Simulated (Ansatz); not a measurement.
Computed with Ansatz.

A structure relaxed at PBE0-D4/def2-TZVP, charge 0, multiplicity 1:

```
atom   x (Å)   y (Å)   z (Å)
  C1   0.221  -1.914   0.681
 Ga2  -0.280  -0.002   0.886
  C3  -1.931   0.667   0.007
 As4   1.513   1.024  -0.911
  H5   0.034  -2.280  -0.331
  H6  -0.385  -2.517   1.364
  H7   1.269  -2.097   0.930
  H8   0.313   0.812   2.109
  H9  -2.798   0.375   0.607
 H10  -1.945   1.756  -0.076
 H11  -2.066   0.240  -0.990
 H12   2.545   2.047  -0.496
 H13   1.036   1.770  -2.136
 H14   2.475   0.119  -1.646
```

(1) Give its formula and SMILES.

(2) Point group (tolerance 0.08 Å, 0.16 Å for H)?

(3) Summarise the bond lengths by kind.

Results:

(1) C2H10AsGa, `[CH3][GaH-]([CH3])[AsH3+]`.

(2) Cs.

(3) 2 × C–Ga 1.987 Å; 6 × C–H 1.092 to 1.094 Å; 1 × As–Ga 2.738 Å; 1 × Ga–H 1.585 Å; 3 × As–H 1.511 to 1.512 Å.
